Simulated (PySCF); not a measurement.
Acid–base and redox partners of NC=O. Isolated molecules, 0 K electronic values unless said otherwise. One relaxed conformer stands for each flexible species; it need not be the lowest. Strings in code marks are SMILES.

These are PySCF with B3LYP-D3(BJ)/def2-TZVP values and carry that method's errors. B3LYP has the VWN-RPA correlation part, as in Gaussian. 

| species | hole reorganisation energy (four-point) (eV) | HOMO (eV) | S1 oscillator strength |
|---|---|---|---|
| neutral parent (`O=CN`) | 0.466 | -7.36 | 0.001 |
| proton added at N1 (`[NH3+]C=O` (not the most basic site)) | 0.504 | -14.98 | ? |
| H atom removed from N1 (`[NH]C=O` (H–N–C–O torsion 26°)) | – | – | – |
| H atom removed from C2 (`N[C]=O`) | – | – | – |

Q: Some entries are withheld; supply them.

A: 
- proton added at N1 (`[NH3+]C=O` (not the most basic site)), S1 oscillator strength: 0.001
